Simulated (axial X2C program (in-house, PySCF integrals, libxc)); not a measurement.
# PSe⁺: bond constants with and without spin–orbit coupling in a model world with the speed of light multiplied by 2

All values were computed with an in-house all-electron X2C program for linear molecules (integrals from PySCF). Spin-free means the one-electron spin-free X2C Hamiltonian; two-component (2c) means X2C with spin–orbit coupling and atomic mean-field two-electron Coulomb and Gaunt terms, so the difference of the two also holds small scalar two-electron terms; the speed of light was multiplied by 2, so these are model numbers, not those of the real molecule. Basis: Se dyall-v3z [8s9p5d1f], P dyall-v3z [8s7p2d1f] (cores contracted in-house); Gaussian nuclei, density fitting, unrestricted open shells. Masses: Se 79.917 u, P 30.974 u.

Input:
```json
{
 "zs": [
  34,
  15
 ],
 "q": 1,
 "bas": [
  "dyall-v3z",
  "dyall-v3z"
 ],
 "levels": [
  "PBE0",
  "HF",
  "PBEsol",
  "r2SCAN"
 ],
 "cc": false,
 "r0": 2.09,
 "npts": 10,
 "nst": 2,
 "ntry": 6,
 "opt": {
  "cfac": 2
 }
}
```
```bash
python so2c.py task.json out
```

Keys: zs atomic numbers; q charge; bas basis sets; levels methods; cc coupled cluster on or off; r0 starting distance in Å; npts points on the curve; nst determinants followed; ntry starts of the search; cfac factor on the speed of light (100 gives the non-relativistic limit). HF also brings MP2.

State, spin-free: M_S = 0, Λ = 0 (closed shell); electrons by block: σα: 12, σβ: 12, π+α: 5, π+β: 5, π-α: 5, π-β: 5, δ+α: 1, δ+β: 1, δ-α: 1, δ-β: 1. Fragments: Se+ + P.

State, 2c: Ω = 0 (closed shell); electrons by block: 1/2: 17, -1/2: 17, 3/2: 6, -3/2: 6, 5/2: 1, -5/2: 1. Fragments: Se+ + P.

```tsv
Hamiltonian	level	Re (Å)	ωe (cm⁻¹)	ωexe (cm⁻¹)	αe (cm⁻¹)	De (eV)	D0 (eV)	k (mdyn/Å)	μ (D)
spin-free	HF	1.921	754.5	1.48	0.000602	2.08	2.04	7.49	2.59
spin-free	MP2	1.997	600.2	2.45	0.000882	5.23	5.19	4.74	n/a
2c	PBE0	1.956	680.7	1.61	0.000676	5.48	5.44	6.09	2.32
2c	PBEsol	1.976	642.7	1.68	0.000718	6.38	6.34	5.43	2.27
2c	r2SCAN	1.965	662.9	1.72	0.000707	5.62	5.58	5.78	2.30
```

Spin-free values that have a 2c row agree with it to the digits that matter (0.001 Å, 0.01 eV) and are not repeated.

Correlated methods: 10 electrons correlated (number of frozen shells: Se 3 s, 2 p, 1 d; P 2 s, 1 p), 156 virtual spin orbitals or spinors in MP2.

Dipoles are positive if P is the positive end and refer to the centre of mass.

One determinant describes the state; a PBE0 search over occupations chose it and may have missed a lower one. Closed shells are restricted here (equal orbitals for both partners); the stretched side of such a curve lies too high. De is counted from the lowest determinant-based energies of the atoms at the same level, without counterpoise correction.

No reliable constants came from HF (2c), MP2 (2c): no minimum in range, unconverged points, a curve that is not smooth, a change of character along it, or the two Hamiltonians disagreeing along it.

Rough cost a point (2c) on 1 thread(s) of a shared host, integrals apart: PBE0 0.3 s, PBEsol 0.22 s, r2SCAN 0.4 s.
